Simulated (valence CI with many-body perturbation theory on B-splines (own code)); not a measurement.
# Ti⁺: calculation against measured levels

Method: configuration interaction combined with many-body perturbation theory (CI+MBPT): three valence electrons over a frozen Dirac-Fock core [Ar], radial functions for each j: 7 s, 7 p, 8 d, 6 f, 4 g, 1 h, with the one-electron correlation potential Σ1, the two-electron term Σ2, the three-electron term Σ3, Breit, model QED; selected CI, second order for the rest, scaled by the run's own slope (own B-spline code, finite nucleus).

Set against measurement, 52 paired levels are off by 450 cm⁻¹ on average, the worst by 1295. These come from a selection out of the NIST Handbook of Basic Atomic Spectroscopic Data. Levels without a partner in it may be off by more, other configurations by 1,000 to 4,000 cm⁻¹.

Measured levels: NIST Handbook of Basic Atomic Spectroscopic Data (Sansonetti and Martin, J. Phys. Chem. Ref. Data 34, 1559 (2005)). Pairs share parity and J, and are chosen by configuration, term and nearness in energy; levels without a clear partner are left out. Energies in cm⁻¹ above the measured ground level.

Names give the largest LS component (configuration and term), which can be under half, so a name can repeat, a term be missing and a line seem to break the LS rules; names also repeat where a configuration has a term twice. Letters in brackets count levels of one name in rising energy.

| Computed label | Label in the source | Measured | Computed | Difference |
| --- | --- | --- | --- | --- |
| 3d2.4s 4F_3/2 | 3d2(3F) 4s a 4F | 0 | 0.0 | 0 |
| 3d2.4s 4F_5/2 | 3d2(3F) 4s a 4F | 94.1 | 93.2 | -1 |
| 3d2.4s 4F_7/2 | 3d2(3F) 4s a 4F | 225.7 | 223.4 | -2 |
| 3d2.4s 4F_9/2 | 3d2(3F) 4s a 4F | 393.4 | 389.8 | -4 |
| 3d3 4F_3/2 | 3d3 b 4F | 908.0 | 1351.8 | +444 |
| 3d3 4F_5/2 | 3d3 b 4F | 983.9 | 1426.2 | +442 |
| 3d3 4F_7/2 | 3d3 b 4F | 1087.3 | 1527.5 | +440 |
| 3d3 4F_9/2 | 3d3 b 4F | 1215.8 | 1653.8 | +438 |
| 3d2.4s 2F_5/2 | 3d2(3F) 4s a 2F | 4628.6 | 4649.2 | +21 |
| 3d2.4s 2F_7/2 | 3d2(3F) 4s a 2F | 4897.6 | 4915.7 | +18 |
| 3d2.4s 2D_3/2 | 3d2(1D) 4s a 2D | 8710.4 | 8993.9 | +283 |
| 3d2.4s 2D_5/2 | 3d2(1D) 4s a 2D | 8744.2 | 9031.2 | +287 |
| 3d3 2G_7/2 | 3d3 a 2G | 8997.7 | 9383.4 | +386 |
| 3d3 2G_9/2 | 3d3 a 2G | 9118.3 | 9500.4 | +382 |
| 3d3 4P_1/2 | 3d3 a 4P | 9363.6 | 9975.6 | +612 |
| 3d3 4P_3/2 | 3d3 a 4P | 9395.7 | 9997.9 | +602 |
| 3d3 4P_5/2 | 3d3 a 4P | 9518.1 | 10165.5 | +647 |
| 3d3 2P_1/2 | 3d3 a 2P | 9850.9 | 10165.7 | +315 |
| 3d2.4s 4P_1/2 | 3d2(3P) 4s b 4P | 9872.7 | 10330.7 | +458 |
| 3d2.4s 4P_3/2 | 3d2(3P) 4s b 4P | 9930.7 | 10387.8 | +457 |
| 3d3 2P_3/2 | 3d3 a 2P | 9975.9 | 10298.9 | +323 |
| 3d2.4s 4P_5/2 | 3d2(3P) 4s b 4P | 10024.7 | 10477.8 | +453 |
| 3d3 2D_3/2 [a] | 3d3 b 2D | 12628.7 | 13688.7 | +1060 |
| 3d3 2H_9/2 | 3d3 a 2H | 12677.0 | 12920.5 | +244 |
| 3d3 2D_5/2 [a] | 3d3 b 2D | 12758.1 | 13814.2 | +1056 |
| 3d3 2H_11/2 | 3d3 a 2H | 12774.7 | 13017.7 | +243 |
| 3d2.4s 2G_9/2 | 3d2(1G) 4s b 2G | 15257.4 | 15511.7 | +254 |
| 3d2.4s 2G_7/2 | 3d2(1G) 4s b 2G | 15265.6 | 15518.3 | +253 |
| 3d2.4s 2P_1/2 | 3d2(3P) 4s b 2P | 16515.9 | 17761.2 | +1245 |
| 3d2.4s 2P_3/2 | 3d2(3P) 4s b 2P | 16625.1 | 17871.2 | +1246 |
| 3d3 2F_7/2 | 3d3 b 2F | 20891.7 | 21630.2 | +738 |
| 3d3 2F_5/2 | 3d3 b 2F | 20951.6 | 21688.7 | +737 |
| 3d.4s2 2D_3/2 | 3d 4s2 c 2D | 24961.0 | 24911.4 | -50 |
| 3d.4s2 2D_5/2 | 3d 4s2 c 2D | 25192.8 | 25170.1 | -23 |
| 3d2.4p 4G°_5/2 | 3d2(3F) 4p z 4G° | 29544.4 | 29131.8 | -413 |
| 3d2.4p 4G°_7/2 | 3d2(3F) 4p z 4G° | 29734.5 | 29318.3 | -416 |
| 3d2.4p 4G°_9/2 | 3d2(3F) 4p z 4G° | 29968.3 | 29547.9 | -420 |
| 3d2.4p 4G°_11/2 | 3d2(3F) 4p z 4G° | 30240.9 | 29816.1 | -425 |
| 3d2.4p 4F°_3/2 | 3d2(3F) 4p z 4F° | 30836.3 | 30378.6 | -458 |
| 3d2.4p 4F°_5/2 | 3d2(3F) 4p z 4F° | 30958.5 | 30498.8 | -460 |
| 3d2.4p 4F°_7/2 | 3d2(3F) 4p z 4F° | 31113.7 | 30652.3 | -461 |
| 3d2.4p 2F°_5/2 [a] | 3d2(3F) 4p z 2F° | 31207.4 | 30772.6 | -435 |
| 3d2.4p 4F°_9/2 | 3d2(3F) 4p z 4F° | 31301.0 | 30839.0 | -462 |
| 3d2.4p 2F°_7/2 [a] | 3d2(3F) 4p z 2F° | 31490.8 | 31052.9 | -438 |
| 3d2.4p 2D°_3/2 [a] | 3d2(3F) 4p z 2D° | 31756.5 | 31319.6 | -437 |
| 3d2.4s 2S_1/2 | 3d2(1S) 4s a 2S | 31787.8 | 33082.9 | +1295 |
| 3d2.4p 2D°_5/2 [a] | 3d2(3F) 4p z 2D° | 32025.5 | 31588.2 | -437 |
| 3d2.4p 4D°_1/2 [a] | 3d2(3F) 4p z 4D° | 32532.2 | 32113.1 | -419 |
| 3d2.4p 4D°_3/2 [a] | 3d2(3F) 4p z 4D° | 32602.5 | 32182.5 | -420 |
| 3d2.4p 4D°_5/2 [a] | 3d2(3F) 4p z 4D° | 32698.0 | 32277.6 | -420 |
| 3d2.4p 4D°_7/2 [a] | 3d2(3F) 4p z 4D° | 32767.1 | 32350.3 | -417 |
| 3d2.4p 2G°_7/2 [a] | 3d2(3F) 4p z 2G° | 34543.3 | 34041.9 | -501 |
| 3d2.4p 2G°_9/2 [a] | 3d2(3F) 4p z 2G° | 34748.4 | 34247.9 | -500 |

Over 52 excited levels the mean absolute difference is 450 cm⁻¹, the median 436 and the largest 1295. The comparison draws on a selection of the measured levels: 53 of the 212 computed ones have a partner in it, and others may be off by more.

Rates against NIST Handbook of Basic Atomic Spectroscopic Data (Sansonetti and Martin, J. Phys. Chem. Ref. Data 34, 1559 (2005)):

| λ vac, measured (nm) | Upper | Lower | A computed (s⁻¹) | A tabulated (s⁻¹) |
| --- | --- | --- | --- | --- |
| 307.96 | 3d2.4p 4D°_5/2 [a] | 3d2.4s 4F_7/2 | 1.36e+08 | 1.34e+08 |
| 308.89 | 3d2.4p 4D°_7/2 [a] | 3d2.4s 4F_9/2 | 1.55e+08 | 1.50e+08 |
| 323.55 | 3d2.4p 4F°_9/2 | 3d2.4s 4F_9/2 | 1.68e+08 | 1.71e+08 |
| 323.75 | 3d2.4p 4F°_7/2 | 3d2.4s 4F_7/2 | 1.34e+08 | 1.37e+08 |
| 324.00 | 3d2.4p 4F°_5/2 | 3d2.4s 4F_5/2 | 1.19e+08 | 1.26e+08 |
| 335.04 | 3d2.4p 4G°_11/2 | 3d2.4s 4F_9/2 | 1.69e+08 | 1.68e+08 |
| 336.22 | 3d2.4p 4G°_9/2 | 3d2.4s 4F_7/2 | 1.49e+08 | 1.58e+08 |
| 337.38 | 3d2.4p 4G°_7/2 | 3d2.4s 4F_5/2 | 1.37e+08 | 1.41e+08 |
| 338.47 | 3d2.4p 4G°_5/2 | 3d2.4s 4F_3/2 | 1.35e+08 | 1.39e+08 |
| 376.04 | 3d2.4p 2F°_7/2 [a] | 3d2.4s 2F_7/2 | 1.07e+08 | 9.40e+07 |
| 376.24 | 3d2.4p 2F°_5/2 [a] | 3d2.4s 2F_5/2 | 1.11e+08 | 9.90e+07 |
